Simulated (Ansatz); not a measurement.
Ansatz results at the PBE0-D4/def2-TZVP geometry: size of the dipole moment (ωB97M-V/def2-TZVPP) 0.87 D; size of the dipole moment (B3LYP/def2-TZVPP) 0.74 D; size of the dipole moment (PBE/def2-TZVPP) 0.63 D.

Question: Which molecule gave them?
A. `[AlH][O][SiH3]`•
B. `[Cl][Ga][Br]`•
C. `[SiH2][O][GeH3]`•
D. `S[B]S`•

Answer: A. The others give `[Cl][Ga][Br]`•: 1.72, 1.64, 1.45; `S[B]S`•: 1.92, 1.87, 1.92; `[SiH2][O][GeH3]`•: 1.47, 1.45, 1.44.

B3LYP here is the variant with VWN-RPA as its local correlation; programs differ in this.
